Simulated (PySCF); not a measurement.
# WH₆ + Cl₂ → WH₄ + 2 HCl

Level: PBE0 in the def2-TZVP basis family, computed in PySCF with density fitting; scalar-relativistic core potentials for atoms from Rb on, none lighter, no spin–orbit coupling; open shells unrestricted.

| species | state and structure | E (Eh) | ZPE (kJ/mol) | H(298 K) − H(0) (kJ/mol) | S° (J/(mol K)) |
| --- | --- | --- | --- | --- | --- |
| WH₆ | singlet, C3v, W–H 1.658 Å (×3), W–H 1.706 Å (×3); H–W–H 62.0° (×3), H–W–H 67.0° (×3), H–W–H 114.7° (×3), H–W–H 118.4° (×6) | -70.55514 | 120.7 | 11.5 | 250.7 |
| Cl₂ | singlet, D∞h, Cl–Cl 1.982 Å | -920.08940 | 3.5 | 9.1 | 222.5 |
| WH₄ | triplet, Td, W–H 1.704 Å (×4) | -69.35799 | 66.5 | 11.9 | 245.4 |
| HCl | singlet, C∞v, H–Cl 1.279 Å | -460.66440 | 17.9 | 8.7 | 186.6 |

**Question.** What is the electronic reaction energy?

**Answer.** At PBE0/def2-TZVP, ΔE = -110.9 kJ/mol from the differences of the total energies times 2625.5, downhill. 

**Question.** Add zero-point, thermal and entropy terms for 298.15 K and 1 bar.

**Answer.** ΔZPE = -21.9 and Δ[H(298) − H(0)] = 8.7 kJ/mol give ΔH° = -124.1 kJ/mol. ΔS° = 145.4 J/(mol K), so ΔG° = -124.1 − 298.15 × (0.1454) = -167 kJ/mol.

Spin–orbit coupling can matter for WH₆, WH₄ and is left out. Open d or f shells are single determinants, so the state found may not be the ground state. Each species is the lowest minimum found with this bonding; other isomers or fragments can lie lower.
